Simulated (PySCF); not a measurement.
Q: What does the GFN2-xTB structure of `C=Cc1cc(=S)cco1` look like in three dimensions?

A: 
```xyz
15
C7H6OS angstrom
C      2.7110   -0.8277    0.0920
C      1.8575    0.0074   -0.4935
C      0.4414    0.0704   -0.1834
C     -0.4140    0.9316   -0.7970
C     -1.8026    0.9646   -0.4655
S     -2.8676    1.9981   -1.1923
C     -2.1995    0.0268    0.5494
C     -1.2854   -0.7881    1.1015
O      0.0162   -0.7973    0.7706
H      3.7540   -0.8405   -0.1700
H      2.3892   -1.5218    0.8497
H      2.1851    0.7021   -1.2531
H     -0.0496    1.6095   -1.5518
H     -3.2314   -0.0100    0.8549
H     -1.5087   -1.5172    1.8668
```

Orientation and origin are arbitrary. Atoms count from 1 in this order. The 6 C–C bonds span 1.330 Å (C1=C2, drawn double) to 1.451 Å (C2–C3, drawn single), a spread of 0.121 Å. O9 (ring oxygen) is bent (angle 118.2°). The 9 heavy atoms lie in one plane (0.001 Å rms). Of the pairs four or more bonds apart, O9···H11 is among the closest relative to their van der Waals radii: 2.48 Å, 91 % of the sum of Bondi's values.

Bonds between heavy atoms (Å): C1=C2 1.330, C2–C3 1.451, C3–C4 1.360, C4–C5 1.428, C5=S6 1.652, C5–C7 1.438, C7–C8 1.343, C8–O9 1.343, C3–O9 1.358.

Structure optimised with GFN2-xTB, isolated species.

Point group: Cs (every atom within 0.08 Å of its image). No frequency check. The numbers are those of one conformer (C1–C2–C3–C4 180°).

All values are computed, not measured.
